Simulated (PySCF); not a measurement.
CH5NSZn. Atoms are numbered in the order given.

```xyz
9

Zn    -0.0926    -0.6712     0.0000
N      0.2960    -2.4380     0.0000
H      0.6578    -2.9050     0.8257
H      0.6578    -2.9050    -0.8257
S     -0.6602     1.4166     0.0000
C      0.9942     2.1976     0.0000
H      1.5751     1.9381     0.8971
H      0.8390     3.2862     0.0000
H      1.5751     1.9381    -0.8971
```

Geometry optimised at ωB97X-D3(BJ)/def2-SVP. The structure was generated by enumeration; whether it is a known compound was not checked. The values are those of a single conformer.

All values below come from PBE/pcSseg-1 (PySCF).

GIAO shieldings, no solvent; atoms alike by connectivity are averaged. δ = σ(ref) − σ: ¹⁵N against NH3 (σ = 267.0 ppm); ¹H against TMS (σ = 31.49 ppm); ³³S against H2S (σ = 706.5 ppm); ¹³C against TMS (σ = 182.0 ppm), references at their B3LYP-D3(BJ)/def2-TZVP geometries, non-relativistic.

```tsv
nucleus	atoms	count	δ (ppm)
¹⁵N	N2	1	1.2
¹H	H7, H8, H9	3	2.29
¹H	H3, H4	2	0.19
³³S	S5	1	32.6
¹³C	C6	1	14.2
```
